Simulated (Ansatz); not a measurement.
Gas-phase electronic energies from Ansatz, PBE0-D4/def2-TZVP geometries. CBS: MP2 limit from def2 TZ/QZ plus the TZ coupled-cluster correction, frozen cores. This one scheme is used for every species. One conformer a species, not always the lowest.

Reaction (ligand exchange at the Si–C bond): `C[SiH2]C#N` + CH₃OH → `CO[SiH2]C#N` + CH₄

| level | ΔE (kJ/mol) |
| --- | --- |
| CCSD(T)/def2-SVP | -94.3 |
| MP2/def2-QZVPP | -99.5 |

Question: What does CCSD(T)/CBS give? (Estimate.)

Answer: Ansatz gave: -96.1 kJ/mol. The listed levels differ from it by 1.8, -3.4 kJ/mol.

Largest T1 diagnostic among the species: 0.012.

Leaving LDA and LC-ωPBE aside and taking each functional with its dispersion term where it has one, the values, not all of them listed here, spread over 18.6 kJ/mol, from BHLYP-D4 to PBE-D4. From BLYP to BHLYP (50 % exact exchange), in def2-TZVPP and without D4, ΔE moves by −6.3 kJ/mol. In def2-TZVPP, CCSD(T) changes the Hartree–Fock value by +11.1 kJ/mol (the triples alone add +0.7 kJ/mol) and MP2 by +8.4 kJ/mol.
